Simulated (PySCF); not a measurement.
Species: C₄H₅FOSi.
Numbering: `[O:1]=[C:2]1[CH2:3][CH:4]=[C:5]([F:6])[SiH2:7]1` (hydrogens: H8, H9 on C3; H10 on C4; H11, H12 on Si7)

Computed with TDDFT wB97X-D/def2-SVPD, vertical, gas phase, core orbitals frozen in the response in PySCF 2.14.0, density-fitted response routines. Geometry: GFN2-xTB; no solvent, vibrations or thermal averaging.

Broadening: Gaussians 0.5 eV wide at half height, area fixed by f = 4.319×10⁻⁹ ∫ε dν̃. The width is an assumption, not a result. The curve ends short of the highest state used, and states not computed would add to its high-energy end.

```json
{"λ (nm)": "188.6", "ε (L mol⁻¹ cm⁻¹)": "1994"}
{"λ (nm)": "194.1", "ε (L mol⁻¹ cm⁻¹)": "2123"}
{"λ (nm)": "199.6", "ε (L mol⁻¹ cm⁻¹)": "1878"}
{"λ (nm)": "205.1", "ε (L mol⁻¹ cm⁻¹)": "937"}
{"λ (nm)": "210.6", "ε (L mol⁻¹ cm⁻¹)": "333"}
{"λ (nm)": "216.1", "ε (L mol⁻¹ cm⁻¹)": "296"}
{"λ (nm)": "221.7", "ε (L mol⁻¹ cm⁻¹)": "599"}
{"λ (nm)": "227.2", "ε (L mol⁻¹ cm⁻¹)": "892"}
{"λ (nm)": "232.7", "ε (L mol⁻¹ cm⁻¹)": "903"}
{"λ (nm)": "238.2", "ε (L mol⁻¹ cm⁻¹)": "648"}
{"λ (nm)": "243.7", "ε (L mol⁻¹ cm⁻¹)": "345"}
{"λ (nm)": "249.2", "ε (L mol⁻¹ cm⁻¹)": "142"}
{"λ (nm)": "254.7", "ε (L mol⁻¹ cm⁻¹)": "47"}
{"λ (nm)": "260.3", "ε (L mol⁻¹ cm⁻¹)": "12"}
{"λ (nm)": "265.8", "ε (L mol⁻¹ cm⁻¹)": "3"}
{"λ (nm)": "271.3", "ε (L mol⁻¹ cm⁻¹)": "1"}
{"λ (nm)": "276.8", "ε (L mol⁻¹ cm⁻¹)": "0"}
{"λ (nm)": "282.3", "ε (L mol⁻¹ cm⁻¹)": "0"}
{"λ (nm)": "287.8", "ε (L mol⁻¹ cm⁻¹)": "0"}
{"λ (nm)": "293.4", "ε (L mol⁻¹ cm⁻¹)": "0"}
{"λ (nm)": "298.9", "ε (L mol⁻¹ cm⁻¹)": "0"}
{"λ (nm)": "304.4", "ε (L mol⁻¹ cm⁻¹)": "0"}
{"λ (nm)": "309.9", "ε (L mol⁻¹ cm⁻¹)": "0"}
{"λ (nm)": "315.4", "ε (L mol⁻¹ cm⁻¹)": "0"}
{"λ (nm)": "320.9", "ε (L mol⁻¹ cm⁻¹)": "1"}
{"λ (nm)": "326.4", "ε (L mol⁻¹ cm⁻¹)": "2"}
{"λ (nm)": "332.0", "ε (L mol⁻¹ cm⁻¹)": "4"}
{"λ (nm)": "337.5", "ε (L mol⁻¹ cm⁻¹)": "6"}
{"λ (nm)": "343.0", "ε (L mol⁻¹ cm⁻¹)": "10"}
{"λ (nm)": "348.5", "ε (L mol⁻¹ cm⁻¹)": "15"}
{"λ (nm)": "354.0", "ε (L mol⁻¹ cm⁻¹)": "21"}
{"λ (nm)": "359.5", "ε (L mol⁻¹ cm⁻¹)": "27"}
{"λ (nm)": "365.0", "ε (L mol⁻¹ cm⁻¹)": "32"}
{"λ (nm)": "370.6", "ε (L mol⁻¹ cm⁻¹)": "36"}
{"λ (nm)": "376.1", "ε (L mol⁻¹ cm⁻¹)": "38"}
{"λ (nm)": "381.6", "ε (L mol⁻¹ cm⁻¹)": "38"}
{"λ (nm)": "387.1", "ε (L mol⁻¹ cm⁻¹)": "36"}
{"λ (nm)": "392.6", "ε (L mol⁻¹ cm⁻¹)": "33"}
{"λ (nm)": "398.1", "ε (L mol⁻¹ cm⁻¹)": "29"}
{"λ (nm)": "403.6", "ε (L mol⁻¹ cm⁻¹)": "25"}
{"λ (nm)": "409.2", "ε (L mol⁻¹ cm⁻¹)": "20"}
{"λ (nm)": "414.7", "ε (L mol⁻¹ cm⁻¹)": "16"}
{"λ (nm)": "420.2", "ε (L mol⁻¹ cm⁻¹)": "12"}
{"λ (nm)": "425.7", "ε (L mol⁻¹ cm⁻¹)": "9"}
{"λ (nm)": "431.2", "ε (L mol⁻¹ cm⁻¹)": "7"}
{"λ (nm)": "436.7", "ε (L mol⁻¹ cm⁻¹)": "5"}
{"λ (nm)": "442.3", "ε (L mol⁻¹ cm⁻¹)": "3"}
{"λ (nm)": "447.8", "ε (L mol⁻¹ cm⁻¹)": "2"}
{"λ (nm)": "453.3", "ε (L mol⁻¹ cm⁻¹)": "2"}
{"λ (nm)": "458.8", "ε (L mol⁻¹ cm⁻¹)": "1"}
{"λ (nm)": "464.3", "ε (L mol⁻¹ cm⁻¹)": "1"}
{"λ (nm)": "469.8", "ε (L mol⁻¹ cm⁻¹)": "0"}
{"λ (nm)": "475.3", "ε (L mol⁻¹ cm⁻¹)": "0"}
{"λ (nm)": "480.9", "ε (L mol⁻¹ cm⁻¹)": "0"}
{"λ (nm)": "486.4", "ε (L mol⁻¹ cm⁻¹)": "0"}
{"λ (nm)": "491.9", "ε (L mol⁻¹ cm⁻¹)": "0"}
```

**Question.** Locate the maxima and give the states behind the curve.

**Answer.** 379 nm (3.27 eV), ε about 38, made up of S1 (100%); 230 nm (5.39 eV), ε about 940, made up of S2 (100%); 196 nm (6.33 eV), ε about 2200, made up of S4 (97%) (ε in L mol⁻¹ cm⁻¹; maxima over ε = 5, shares over 10%). At its high-energy end, 6.57 eV, the curve is still rising (ε about 2000, from S4 and S7). The states used: S1 3.27 eV (f 0.0007); S2 5.39 eV (f 0.017); S3 5.94 eV (f 0.0001); S4 6.32 eV (f 0.039); S5 6.78 eV (f 0.0033); S6 6.91 eV (f 0.0018); S7 7.05 eV (f 0.197); S8 7.17 eV (f 0.0028).

**Question.** Does any computed singlet lie in the visible range?

**Answer.** No computed singlet lies in the visible range (380 to 750 nm); the lowest, at 379 nm, stands 0.01 eV above its violet end (3.26 eV); a Tamm–Dancoff triplet lies at 462 nm, without intensity as long as spin–orbit coupling is left out.

**Question.** On this curve, what absorbance would a 10⁻³ mol/L sample give at 222 nm over a 1 cm path?

**Answer.** 222 nm is 5.585 eV, where ε is about 620 L mol⁻¹ cm⁻¹, so A = ε c l ≈ 0.62 (Beer–Lambert, with the gas-phase spectrum and the assumed width).

**Question.** Coming from long wavelengths, where does ε first pass 100 L mol⁻¹ cm⁻¹?

**Answer.** At about 251 nm (4.94 eV), 1.67 eV above S1.
